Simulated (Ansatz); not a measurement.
Input for Ansatz (development build ahead of 0.2.0):

```yaml
crystal:
  periodic: [false, false, false]
  atoms:
    - { symbol: Fe, position_ang: [0.0, 0.0, 0.0] }
    - { symbol: "N", position_ang: [0.0, 0.0, 1.58] }
basis:
  gaussian: { orbitals: pcseg-2 }
magnetization:
  initial_magnetization: 1
hamiltonian:
  xc: pbe
```

The input is written out in the form of the current development build from the run's settings.

Output:

```yaml
Converged: yes
Total_energy: -1318.11076 hartree
Spin_squared_of_the_determinant: 0.750
Stability_test: minimum among restricted orbitals
```

Caution: another spin multiplicity may lie lower.
